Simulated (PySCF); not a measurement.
Constitutional and geometric isomers with formula C2H5B. Gas-phase values, no solvent. One relaxed conformer stands for each flexible species; it need not be the lowest. Strings in code marks are SMILES.

Method: PySCF with B3LYP-D3(BJ)/def2-TZVP // PBE0-D4/def2-TZVP. All candidates: neutral, multiplicity 1. B3LYP has the VWN-RPA correlation part, as in Gaussian. Excitations are Tamm–Dancoff values on a coarser integration grid. The basis has no diffuse functions, so Rydberg states are missing or too high.

- S1 excitation (TDA) = 5.28 eV
- HOMO–LUMO gap = 5.97 eV
- HOMO = -8.27 eV

Q: Say which member has these values.
(A) `BC=C`
(B) `B1CC1`
(C) `[H]/B=C/C`

A: A, `BC=C`. The others give `[H]/B=C/C`: 2.92 eV, 4.49 eV, -6.07 eV; `B1CC1`: 4.13 eV, 5.68 eV, -7.19 eV
